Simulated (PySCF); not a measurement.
`Fc1cscc1C(F)(F)F`, C$_{5}$H$_{2}$F$_{4}$S

Geometry (Å), atoms numbered from 1 in this order:
```xyz
12

F     0.6896   -2.0801    0.3891
C     0.8535   -0.7935    0.0847
C     2.0617   -0.2269   -0.1710
S     1.8948    1.4413   -0.5251
C     0.1996    1.3747   -0.3303
C    -0.2300    0.1216   -0.0048
C    -1.6574   -0.2547    0.2309
F    -2.0859   -1.1969   -0.6221
F    -1.8631   -0.7315    1.4674
F    -2.4803    0.7954    0.0848
H     3.0215   -0.7010   -0.1669
H    -0.4029    2.2509   -0.4627
```

Method: GIAO wB97X-D/pcSseg-1 magnetisability, rotational g tensor and spin-rotation constants, non-relativistic, gas phase in PySCF 2.14.0. Geometry: GFN2-xTB.

Problem. Give the nuclear spin-rotation constants along the inertial axes (H = +C I·J) beside the isotropic shieldings.

Solution. Rotational constants 1.9594, 0.8863, 0.6828 GHz. A star marks the isotopologue with that one atom substituted, in its own axes.
| atom | isotope | Caa (kHz) | Cbb (kHz) | Ccc (kHz) | mean (kHz) | σ (ppm) |
| --- | --- | --- | --- | --- | --- | --- |
| F1 | 19F | 2.745 | 1.020 | 0.116 | 1.293 | 312.9 |
| F8 | 19F | 2.831 | 1.133 | 0.808 | 1.591 | 243.9 |
| F9 | 19F | 2.831 | 1.133 | 0.808 | 1.591 | 243.9 |
| F10 | 19F | 2.843 | 0.814 | 0.851 | 1.503 | 260.8 |
| H11 | 1H | -0.008 | 0.000 | -0.079 | -0.029 | 25.0 |
| H12 | 1H | -0.169 | 0.085 | -0.080 | -0.055 | 24.2 |
| C2 | 13C* | 0.671 | 0.435 | 0.177 | 0.428 | 21.3 |
| C3 | 13C* | 0.654 | 0.351 | 0.097 | 0.367 | 70.0 |
| S4 | 33S* | 0.745 | 0.321 | 0.180 | 0.415 | 327.7 |
| C5 | 13C* | 0.751 | 0.404 | 0.089 | 0.415 | 48.9 |
| C6 | 13C* | 0.796 | 0.325 | 0.111 | 0.411 | 57.3 |
| C7 | 13C* | 0.628 | 0.260 | 0.206 | 0.365 | 57.1 |

For the geometry as given, no vibrational averaging.
